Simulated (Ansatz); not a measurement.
# Molecular dynamics of AlClF2

Input file:

```yaml
crystal:
  periodic: [false, false, false]
  atoms:
    - { symbol: Al, position_ang: [-0.026701, -0.092569, -0.017784] }
    - { symbol: Cl, position_ang: [0.009248, 0.002319, 2.120478] }
    - { symbol: F, position_ang: [1.485961, 0.067501, -0.757765] }
    - { symbol: F, position_ang: [-1.465296, 0.059638, -0.790898] }
basis:
  gaussian: { orbitals: def2-SVP }
hamiltonian:
  xc: b3lyp
md:
  timestep: 6.0
  n_steps: 40
  ensemble: nvt_langevin
  temperature: 3000.0
  initial_velocities: maxwell_boltzmann
  seed: 437791
  friction: 0.005
```

Command:

```bash
$ ansatz run input.yaml --threads 2 --pin off --max-ram 3072MiB --backend cpu --events-out ev --progress --plain --runs-dir out
```

It goes on from the last frame of an earlier run, with new velocities.

Output, in part (one step line in 2, the closing report, with atoms numbered from 0):

```
md step     0: t =     0.00 fs  T =  2250.0 K  F+E_penalty+E_count = -24549.49631189 eV  E_kin = 1.163340 eV  (23 SCF iters)
md step     2: t =    12.00 fs  T =  1660.2 K  F+E_penalty+E_count = -24548.89984491 eV  E_kin = 0.858384 eV  (29 SCF iters)
md step     4: t =    24.00 fs  T =  1715.3 K  F+E_penalty+E_count = -24548.73029970 eV  E_kin = 0.886888 eV  (30 SCF iters)
md step     6: t =    36.00 fs  T =  2079.8 K  F+E_penalty+E_count = -24548.73838627 eV  E_kin = 1.075324 eV  (28 SCF iters)
md step     8: t =    48.00 fs  T =  2173.5 K  F+E_penalty+E_count = -24548.82687064 eV  E_kin = 1.123773 eV  (28 SCF iters)
md step    10: t =    60.00 fs  T =  2661.4 K  F+E_penalty+E_count = -24549.09186115 eV  E_kin = 1.376047 eV  (28 SCF iters)
md step    12: t =    72.00 fs  T =  3093.2 K  F+E_penalty+E_count = -24548.75765471 eV  E_kin = 1.599297 eV  (29 SCF iters)
md step    14: t =    84.00 fs  T =  2847.0 K  F+E_penalty+E_count = -24548.55847496 eV  E_kin = 1.472000 eV  (29 SCF iters)
md step    16: t =    96.00 fs  T =  2558.7 K  F+E_penalty+E_count = -24548.68645121 eV  E_kin = 1.322965 eV  (26 SCF iters)
md step    18: t =   108.00 fs  T =  2383.3 K  F+E_penalty+E_count = -24548.17966934 eV  E_kin = 1.232286 eV  (29 SCF iters)
md step    20: t =   120.00 fs  T =  3685.4 K  F+E_penalty+E_count = -24548.88493716 eV  E_kin = 1.905489 eV  (29 SCF iters)
md step    22: t =   132.00 fs  T =  4900.7 K  F+E_penalty+E_count = -24549.18895992 eV  E_kin = 2.533869 eV  (28 SCF iters)
md step    24: t =   144.00 fs  T =  2556.8 K  F+E_penalty+E_count = -24547.87560000 eV  E_kin = 1.321944 eV  (29 SCF iters)
md step    26: t =   156.00 fs  T =  4204.6 K  F+E_penalty+E_count = -24548.39495468 eV  E_kin = 2.173935 eV  (29 SCF iters)
md step    28: t =   168.00 fs  T =  2936.4 K  F+E_penalty+E_count = -24548.37229802 eV  E_kin = 1.518211 eV  (29 SCF iters)
md step    30: t =   180.00 fs  T =  3925.6 K  F+E_penalty+E_count = -24548.78428542 eV  E_kin = 2.029688 eV  (29 SCF iters)
md step    32: t =   192.00 fs  T =  3060.2 K  F+E_penalty+E_count = -24548.96898326 eV  E_kin = 1.582268 eV  (28 SCF iters)
md step    34: t =   204.00 fs  T =  2227.7 K  F+E_penalty+E_count = -24548.97430012 eV  E_kin = 1.151794 eV  (28 SCF iters)
md step    36: t =   216.00 fs  T =  2151.0 K  F+E_penalty+E_count = -24548.67204150 eV  E_kin = 1.112131 eV  (28 SCF iters)
md step    38: t =   228.00 fs  T =  1462.7 K  F+E_penalty+E_count = -24548.52816861 eV  E_kin = 0.756266 eV  (29 SCF iters)
md step    40: t =   240.00 fs  T =  2837.2 K  F+E_penalty+E_count = -24548.85604165 eV  E_kin = 1.466955 eV  (26 SCF iters)
Total energy: -24548.85625589 eV, -902.1538275915 hartree
Atom 0 at    -0.599982    -0.617842    -0.561694 Å, force    -1.478102    -0.844409     0.317639 eV/Å
Atom 1 at    -2.382428    -1.009531     0.719700 Å, force     1.886383     0.551433    -1.209658 eV/Å
Atom 2 at     1.006715    -0.869703    -0.436876 Å, force     1.026414    -0.201325     1.733145 eV/Å
Atom 3 at    -0.531722    -0.425998    -2.191350 Å, force    -1.434695     0.494301    -0.841126 eV/Å
Dipole moment:    -0.203978     0.167143     0.300784 e Å
```

All steps were run. A run of 0.24 ps of so small a system gives no equilibrium averages.

The same pairs are bonded in the first frame and the last. Pairs count as bonded within 1.25 times the sum of covalent radii (0.12 Å more for H–H).

Last frame:

```xyz
4
Properties=species:S:1:pos:R:3
Al -0.600 -0.618 -0.562
Cl -2.382 -1.010 0.720
F 1.007 -0.870 -0.437
F -0.532 -0.426 -2.191
```

Run time: 41 s on 2 threads of Arm Neoverse V1 (shared host), peak memory 0.11 GiB.
